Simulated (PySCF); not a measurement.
B3LYP has the VWN-RPA correlation part, as in Gaussian. Delta-SCF ions had no search for a lower state. Excitations are Tamm–Dancoff values on a coarser integration grid. The basis has no diffuse functions, so Rydberg states are missing or too high.

Cartesian coordinates (Å):
```xyz
13

N     -0.7874    -1.1595    -0.9962
Si     0.0000     0.0000     0.0001
N      0.9483     0.8807    -1.1323
N     -1.0981     0.9923     0.8757
N      0.9372    -0.7136     1.2529
H     -1.2615    -1.9486    -0.5876
H     -1.2163    -0.8790    -1.8640
H      1.4951     0.3957    -1.8261
H      1.3719     1.7572    -0.8740
H     -1.9062     1.3865     0.4218
H     -0.7676     1.5836     1.6218
H      0.4888    -1.1003     2.0683
H      1.7958    -1.1951     1.0396
```
Charge 0, multiplicity 1.

### Question
Predict the LUMO, S1–T1 gap (TDA), brightest of the four lowest singlets (TDA), HOMO–LUMO gap, total energy, HOMO, T1 excitation (TDA) and vertical ionisation energy (Delta-SCF) from B3LYP-D3(BJ)/def2-TZVP (PySCF 2.14.0).

### Answer

```yaml
LUMO: 0.50 eV
S1–T1 gap (TDA): 0.24 eV
brightest of the four lowest singlets (TDA): 6.55 eV
HOMO–LUMO gap: 6.91 eV
total_energy: -13976.01 eV
HOMO: -6.41 eV
T1 excitation (TDA): 5.70 eV
vertical ionisation energy (Delta-SCF): 8.55 eV
```
